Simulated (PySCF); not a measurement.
Ligand exchange on a metal centre used in film growth or etching (Ti OH-NH2). All species are isolated molecules in the gas phase. One relaxed conformer stands for each flexible species; it need not be the lowest.

Level of theory: B3LYP-D3(BJ)/def2-TZVP // TPSS-D3(BJ)/def2-SVP (PySCF). B3LYP has the VWN-RPA correlation part, as in Gaussian. 

```tsv
species	mean distance from the central atom to its bonded neighbours (Å)	HOMO (eV)
0 of 4 OH replaced by NH2 ([Ti(OH)4])	…	-8.72
1 of 4 OH replaced by NH2 ([Ti(OH)3(NH2)])	1.831	-7.17
3 of 4 OH replaced by NH2 ([Ti(OH)(NH2)3])	1.877	-6.59
4 of 4 OH replaced by NH2	…	-6.55
```

Task: Fill in the missing entries.

Result: 
- 0 of 4 OH replaced by NH2 ([Ti(OH)4]), mean distance from the central atom to its bonded neighbours (Å): 1.808
- 4 of 4 OH replaced by NH2, mean distance from the central atom to its bonded neighbours (Å): 1.901
